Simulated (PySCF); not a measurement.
Reaction (SMILES): C=[SiH2] (CH2-SiH2) → C=[SiH-] + H+
B3LYP-D3(BJ)/def2-TZVP geometries, fixed; electronic energies without zero-point terms.

Effect of the auxiliary basis of density fitting at HF/def2-SVP with PySCF, against the last row, where the deprotonation energy is 373.19 kcal/mol. The proton leaves the site shown, which need not be the most acidic.

```csv
setting,"fitting functions, largest species",largest shift of a total energy (mEh),shift of the deprotonation energy (kcal/mol)
density fitting: autoaux,347,0.101,0.016
density fitting: def2-universal-jkfit,275,-0.006,-0.003
density fitting: cc-pvtz-jkfit,320,0.029,-0.004
density fitting: cc-pvqz-jkfit,458,0.014,-0.003
density fitting: none,-,0.000,0.000
```

Within 0.02 kcal/mol in the deprotonation energy: density fitting: autoaux; density fitting: def2-universal-jkfit; density fitting: cc-pvtz-jkfit; density fitting: cc-pvqz-jkfit. The largest shift is 0.101 mEh in a total energy and 0.016 kcal/mol in the difference.
